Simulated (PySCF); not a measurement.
## NMR problem set

- GFN2-xTB structure
- PBE0/pcSseg-1 with gauge-including orbitals
- run in PySCF
- non-relativistic, rapidly exchanging positions averaged, one computed conformer, no solvent model

References, each an isolated molecule treated in the same way: TMS for ¹H (σ = 31.72 ppm) and ¹³C (σ = 186.93 ppm). Splittings of carbon signals by F and P are missing where no couplings were computed. Where no couplings were computed, multiplicities follow the n + 1 count of equivalent neighbours, and m marks all less simple cases (inequivalent or close neighbours, rings, F or P nearby). Shifts are as computed. Against solution values, carbons near 30 ppm lie about +3 ppm off and those near 130 ppm about +5 ppm. Of 1309 compounds with measured shifts, 239 miss one by over three times the rms of a fit or turn the order of signals round; such compounds aren't used in these exercises.

Question: C₇H₅F₃. ¹H NMR (400 MHz, computed): δ 6.77 (m, 1H), 6.42 (m, 1H), 6.21 (m, 1H), 5.53 (m, 1H), 5.37 (m, 1H). ¹³C{¹H} NMR (computed): δ 171.1 (C), 135.3 (CH2), 128.1 (C), 110.5 (CH), 103.6 (CH2), 92.4 (C), 92.2 (C). Identify the compound.

Answer: SMILES C=C(F)C(=C)C#CC(F)F. The formula gives 4 degrees of unsaturation (no ring in the answer). 7 carbon signals for 7 carbons: no two carbons are equivalent. Carbon types of the structure: 4 × C, 1 × CH, 2 × CH2, which accounts for all hydrogens. δC 171.1, 128.1: fully substituted alkene carbon. δC 135.3, 103.6: terminal =CH2 carbon; as expected for a trigonal carbon in a double bond. δC 110.5: propargylic sp3 CH bonded to 2 F; 2 electronegative neighbours deshield it. δC 92.4, 92.2: alkyne carbon; the triple bond shields along its axis, which puts it between sp3 and sp2 carbons.

This is the structure that produced the data.

Question: C₄H₈F₂O₂. ¹H NMR (500 MHz, computed): δ 3.85 (s, 3H), 3.78 (m, 2H), 3.61 (s, 3H). ¹³C{¹H} NMR (computed): δ 131.9, 77.3, 61.4, 51.4. Identify the compound.

Answer: `O(C)CC(F)(F)OC`. Rings plus π bonds: 0. 4 carbon signals for 4 carbons: no two carbons are equivalent. Carbon types of the structure: 1 × C, 1 × CH2, 2 × CH3, which accounts for all hydrogens. δC 131.9: fully substituted sp3 carbon bonded to 2 F and O; 3 electronegative neighbours deshield it. δC 77.3: sp3 CH2 bonded to O; pulled downfield by the heteroatom. δC 61.4, 51.4: methyl carbon bonded to O; pulled downfield by the heteroatom. δH 3.78: hydrogen on an sp3 CH2 bonded to O; its carbon carries O, an electronegative neighbour.

This is the structure that produced the data.
